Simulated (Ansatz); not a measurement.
Input for Ansatz (a quantum-chemistry and plane-wave program): R-B3LYP-D3(BJ)/def2-TZVP on C3H8O (a complex).

Ansatz 0.2 input:
```yaml
crystal:
  periodic: [false, false, false]
  atoms:
    - {symbol: H, position_ang: [-0.13429387, -0.21223845, -0.35261670]}
    - {symbol: H, position_ang: [-0.12846086, -0.52655063, 0.36062332]}
    - {symbol: C, position_ang: [0.53091565, -0.27009923, 5.10514496]}
    - {symbol: C, position_ang: [0.18255542, 0.03070676, 3.66877426]}
    - {symbol: C, position_ang: [0.26272805, 1.49119068, 3.30054154]}
    - {symbol: O, position_ang: [-0.13105860, -0.82457099, 2.88193949]}
    - {symbol: H, position_ang: [1.60921364, -0.18093224, 5.22858945]}
    - {symbol: H, position_ang: [0.05375392, 0.44154874, 5.77378539]}
    - {symbol: H, position_ang: [0.23292934, -1.28309902, 5.36204318]}
    - {symbol: H, position_ang: [0.20324184, 1.61283556, 2.22217347]}
    - {symbol: H, position_ang: [-0.57348914, 2.01553507, 3.76039505]}
    - {symbol: H, position_ang: [1.18390973, 1.92948263, 3.67604660]}
basis:
  gaussian:
    orbitals: def2-TZVP
hamiltonian:
  xc: b3lyp
  dispersion: d3bj
relax: {f_tol: 0.004, max_steps: 120}
scf: {lower_state_search: off}
```

Output:

```
WARN ansatz: RAYON_NUM_THREADS=2 ignored (pool sized by the plan → 2); use --threads N
Functional definition: B3LYP
these checks for a lower state are left out or cut short: stability, starts, cluster_reference, orbital_swaps, neighbouring_geometries, increment
integrals: 0.07 GiB planned
1043 factors; their error is unknown
mean field: 0.71 GiB planned
mean field evaluation 1: about -5280.5673 eV, gradient 6.9e1 eV
mean field evaluation 2: about -5275.1206 eV, gradient 8.5e1 eV
mean field evaluation 4: about -5290.3308 eV, gradient 4.7e0 eV
mean field evaluation 8: about -5290.3758 eV, gradient 3.6e-2 eV
mean field evaluation 16: about -5290.3619 eV, gradient 3.5e-4 eV
mean field -5290.36190846 eV, -194.4172141997 hartree, gradient 2.1e-6 eV, S^2 0.000000; 0 other end points of the search recorded, 0 dependent functions left out
the calculation of the forces begins
reference -5290.36220060 eV, -194.4172249356 hartree; 17, 17 occupied and 155, 155 virtual orbitals, 1043 factors
relax step   1: F+E_penalty+E_count = -5290.66222712 eV  Δ(F+E_penalty+E_count) = +0.000e0 eV  max|allowed force component| = 9.583e-1 eV/Å  Δτ_max = 0.0000 Å  (17 SCF iters, accepted)
these checks for a lower state are left out or cut short: stability, starts, cluster_reference, orbital_swaps, neighbouring_geometries, increment
integrals: 0.07 GiB planned
1043 factors; their error is unknown
mean field: 0.71 GiB planned
mean field -5290.39297881 eV, -194.4183560143 hartree, gradient 2.8e-6 eV, S^2 0.000000; 0 other end points of the search recorded, 0 dependent functions left out
the calculation of the forces begins
reference -5290.39327214 eV, -194.4183667938 hartree; 17, 17 occupied and 155, 155 virtual orbitals, 1043 factors
relax step   2: F+E_penalty+E_count = -5290.69120606 eV  Δ(F+E_penalty+E_count) = -2.898e-2 eV  max|allowed force component| = 9.790e-2 eV/Å  Δτ_max = 0.0613 Å  (20 SCF iters, accepted)
these checks for a lower state are left out or cut short: stability, starts, cluster_reference, orbital_swaps, neighbouring_geometries, increment
integrals: 0.07 GiB planned
1043 factors; their error is unknown
mean field: 0.71 GiB planned
mean field evaluation 32: about -5290.3945 eV, gradient 6.9e-3 eV
mean field -5290.39450031 eV, -194.4184119283 hartree, gradient 2.6e-6 eV, S^2 0.000000; 0 other end points of the search recorded, 0 dependent functions left out
the calculation of the forces begins
reference -5290.39479370 eV, -194.4184227102 hartree; 17, 17 occupied and 155, 155 virtual orbitals, 1043 factors
relax step   3: F+E_penalty+E_count = -5290.69284169 eV  Δ(F+E_penalty+E_count) = -1.636e-3 eV  max|allowed force component| = 3.331e-2 eV/Å  Δτ_max = 0.0350 Å  (21 SCF iters, accepted)
these checks for a lower state are left out or cut short: stability, starts, cluster_reference, orbital_swaps, neighbouring_geometries, increment
integrals: 0.07 GiB planned
1043 factors; their error is unknown
mean field: 0.71 GiB planned
mean field -5290.39452511 eV, -194.4184128397 hartree, gradient 2.6e-6 eV, S^2 0.000000; 0 other end points of the search recorded, 0 dependent functions left out
the calculation of the forces begins
reference -5290.39481839 eV, -194.4184236175 hartree; 17, 17 occupied and 155, 155 virtual orbitals, 1043 factors
relax step   4: F+E_penalty+E_count = -5290.69324826 eV  Δ(F+E_penalty+E_count) = -4.066e-4 eV  max|allowed force component| = 4.933e-2 eV/Å  Δτ_max = 0.0389 Å  (20 SCF iters, accepted)
these checks for a lower state are left out or cut short: stability, starts, cluster_reference, orbital_swaps, neighbouring_geometries, increment
integrals: 0.07 GiB planned
1043 factors; their error is unknown
mean field: 0.71 GiB planned
mean field -5290.39449775 eV, -194.4184118341 hartree, gradient 2.6e-6 eV, S^2 0.000000; 0 other end points of the search recorded, 0 dependent functions left out
the calculation of the forces begins
reference -5290.39479118 eV, -194.4184226174 hartree; 17, 17 occupied and 155, 155 virtual orbitals, 1043 factors
relax step   5: F+E_penalty+E_count = -5290.69327017 eV  Δ(F+E_penalty+E_count) = -2.191e-5 eV  max|allowed force component| = 7.362e-2 eV/Å  Δτ_max = 0.0115 Å  (20 SCF iters, accepted)
these checks for a lower state are left out or cut short: stability, starts, cluster_reference, orbital_swaps, neighbouring_geometries, increment
integrals: 0.07 GiB planned
1043 factors; their error is unknown
mean field: 0.71 GiB planned
mean field -5290.39506128 e
[...]
194.4184814721 hartree, gradient 2.6e-6 eV, S^2 0.000000; 0 other end points of the search recorded, 0 dependent functions left out
the calculation of the forces begins
reference -5290.39668700 eV, -194.4184922876 hartree; 17, 17 occupied and 155, 155 virtual orbitals, 1043 factors
relax step  19: F+E_penalty+E_count = -5290.69432810 eV  Δ(F+E_penalty+E_count) = +8.165e-5 eV  max|allowed force component| = 6.352e-2 eV/Å  Δτ_max = 0.0187 Å  (20 SCF iters, rejected (line search))
these checks for a lower state are left out or cut short: stability, starts, cluster_reference, orbital_swaps, neighbouring_geometries, increment
integrals: 0.07 GiB planned
1043 factors; their error is unknown
mean field: 0.71 GiB planned
mean field -5290.39653282 eV, -194.4184866214 hartree, gradient 2.5e-6 eV, S^2 0.000000; 0 other end points of the search recorded, 0 dependent functions left out
the calculation of the forces begins
reference -5290.39682736 eV, -194.4184974458 hartree; 17, 17 occupied and 155, 155 virtual orbitals, 1043 factors
relax step  20: F+E_penalty+E_count = -5290.69442909 eV  Δ(F+E_penalty+E_count) = -1.933e-5 eV  max|allowed force component| = 5.587e-3 eV/Å  Δτ_max = 0.0091 Å  (21 SCF iters, accepted)
these checks for a lower state are left out or cut short: stability, starts, cluster_reference, orbital_swaps, neighbouring_geometries, increment
integrals: 0.07 GiB planned
1043 factors; their error is unknown
mean field: 0.71 GiB planned
mean field evaluation 160: about -5290.3965 eV, gradient 2.6e-6 eV
mean field -5290.39648167 eV, -194.4184847417 hartree, gradient 2.6e-6 eV, S^2 0.000000; 0 other end points of the search recorded, 0 dependent functions left out
the calculation of the forces begins
reference -5290.39677585 eV, -194.4184955529 hartree; 17, 17 occupied and 155, 155 virtual orbitals, 1043 factors
relax step  21: F+E_penalty+E_count = -5290.69444262 eV  Δ(F+E_penalty+E_count) = -1.354e-5 eV  max|allowed force component| = 1.846e-3 eV/Å  Δτ_max = 0.0184 Å  (20 SCF iters, accepted)
these checks for a lower state are left out or cut short: stability, starts, cluster_reference, orbital_swaps, neighbouring_geometries, increment
integrals: 0.07 GiB planned
1043 factors; their error is unknown
mean field: 0.71 GiB planned
mean field -5290.39646410 eV, -194.4184840963 hartree, gradient 2.7e-6 eV, S^2 0.000000; 0 other end points of the search recorded, 0 dependent functions left out
the calculation of the forces begins
reference -5290.39675790 eV, -194.4184948932 hartree; 17, 17 occupied and 155, 155 virtual orbitals, 1043 factors
relax step  22: F+E_penalty+E_count = -5290.69445070 eV  Δ(F+E_penalty+E_count) = -8.078e-6 eV  max|allowed force component| = 8.859e-3 eV/Å  Δτ_max = 0.0314 Å  (20 SCF iters, accepted)
these checks for a lower state are left out or cut short: stability, starts, cluster_reference, orbital_swaps, neighbouring_geometries, increment
integrals: 0.07 GiB planned
1043 factors; their error is unknown
mean field: 0.71 GiB planned
mean field -5290.39647679 eV, -194.4184845625 hartree, gradient 2.5e-6 eV, S^2 0.000000; 0 other end points of the search recorded, 0 dependent functions left out
the calculation of the forces begins
reference -5290.39677062 eV, -194.4184953606 hartree; 17, 17 occupied and 155, 155 virtual orbitals, 1043 factors
relax step  23: F+E_penalty+E_count = -5290.69445719 eV  Δ(F+E_penalty+E_count) = -6.492e-6 eV  max|allowed force component| = 6.832e-3 eV/Å  Δτ_max = 0.0048 Å  (21 SCF iters, accepted)
these checks for a lower state are left out or cut short: stability, starts, cluster_reference, orbital_swaps, neighbouring_geometries, increment
integrals: 0.07 GiB planned
1043 factors; their error is unknown
mean field: 0.71 GiB planned
mean field -5290.39650628 eV, -194.4184856464 hartree, gradient 2.5e-6 eV, S^2 0.000000; 0 other end points of the search recorded, 0 dependent functions left out
the calculation of the forces begins
reference -5290.39680016 eV, -194.4184964462 hartree; 17, 17 occupied and 155, 155 virtual orbitals, 1043 factors
relax step  24: F+E_penalty+E_count = -5290.69446169 eV  Δ(F+E_penalty+E_count) = -4.498e-6 eV  max|allowed force component| = 4.947e-3 eV/Å  Δτ_max = 0.0043 Å  (21 SCF iters, accepted)
these checks for a lower state are left out or cut short: stability, starts, cluster_reference, orbital_swaps, neighbouring_geometries, increment
integrals: 0.07 GiB planned
1043 factors; their error is unknown
mean field: 0.71 GiB planned
mean field -5290.39660609 eV, -194.4184893143 hartree, gradient 2.6e-6 eV, S^2 0.000000; 0 other end points of the search recorded, 0 dependent functions left out
the calculation of the forces begins
reference -5290.39690014 eV, -194.4185001204 hartree; 17, 17 occupied and 155, 155 virtual orbitals, 1043 factors
relax step  25: F+E_penalty+E_count = -5290.69446956 eV  Δ(F+E_penalty+E_count) = -7.874e-6 eV  max|allowed force component| = 5.601e-3 eV/Å  Δτ_max = 0.0182 Å  (20 SCF iters, accepted)
these checks for a lower state are left out or cut short: stability, starts, cluster_reference, orbital_swaps, neighbouring_geometries, increment
integrals: 0.07 GiB planned
1043 factors; their error is unknown
mean field: 0.71 GiB planned
mean field evaluation 192: about -5290.3967 eV, gradient 2.6e-4 eV
mean field -5290.39667946 eV, -194.4184920103 hartree, gradient 2.5e-6 eV, S^2 0.000000; 0 other end points of the search recorded, 0 dependent functions left out
the calculation of the forces begins
reference -5290.39697368 eV, -194.4185028227 hartree; 17, 17 occupied and 155, 155 virtual orbitals, 1043 factors
relax step  26: F+E_penalty+E_count = -5290.69447149 eV  Δ(F+E_penalty+E_count) = -1.933e-6 eV  max|allowed force component| = 4.246e-3 eV/Å  Δτ_max = 0.0132 Å  (21 SCF iters, accepted)
these checks for a lower state are left out or cut short: stability, starts, cluster_reference, orbital_swaps, neighbouring_geometries, increment
integrals: 0.07 GiB planned
1043 factors; their error is unknown
mean field: 0.71 GiB planned
mean field -5290.39669152 eV, -194.4184924536 hartree, gradient 2.5e-6 eV, S^2 0.000000; 0 other end points of the search recorded, 0 dependent functions left out
the calculation of the forces begins
reference -5290.39698578 eV, -194.4185032675 hartree; 17, 17 occupied and 155, 155 virtual orbitals, 1043 factors
relax step  27: F+E_penalty+E_count = -5290.69447204 eV  Δ(F+E_penalty+E_count) = -5.455e-7 eV  max|allowed force component| = 2.892e-3 eV/Å  Δτ_max = 0.0017 Å  (21 SCF iters, accepted)
Total energy: -5290.69476630 eV, -194.4294464998 hartree
Atom 0 at    -0.348197    -0.231720    -0.370298 Å, force     0.000125    -0.000251     0.001074 eV/Å
Atom 1 at    -0.255231    -0.432052     0.342413 Å, force    -0.000137     0.000344    -0.001061 eV/Å
Atom 2 at     0.477854    -0.276603     5.141800 Å, force    -0.000242     0.000589    -0.002892 eV/Å
Atom 3 at     0.288254     0.022471     3.671501 Å, force     0.000891    -0.002889     0.002172 eV/Å
Atom 4 at     0.350286     1.478231     3.267128 Å, force     0.000169     0.000483    -0.000243 eV/Å
Atom 5 at     0.096882    -0.857350     2.863962 Å, force    -0.000062     0.001445     0.000679 eV/Å
Atom 6 at     1.469260     0.052656     5.463807 Å, force     0.000425     0.000004     0.000061 eV/Å
Atom 7 at    -0.249512     0.278306     5.739439 Å, force    -0.000520     0.000462     0.000364 eV/Å
Atom 8 at     0.369907    -1.343163     5.323499 Å, force    -0.000090    -0.000247     0.000054 eV/Å
Atom 9 at     0.252211     1.574346     2.188739 Å, force    -0.000048     0.000136    -0.000043 eV/Å
Atom 10 at    -0.451842     2.034520     3.759274 Å, force    -0.000252     0.000091    -0.000153 eV/Å
Atom 11 at     1.292074     1.924166     3.596176 Å, force    -0.000258    -0.000167    -0.000012 eV/Å
Dipole moment:     0.106484     0.453810     0.469365 e Å
Checks for a lower state left out: stability, starts, cluster_reference, orbital_swaps, neighbouring_geometries, increment
```

Self-consistency was reached.

Cost: around 110 core-seconds (rough).
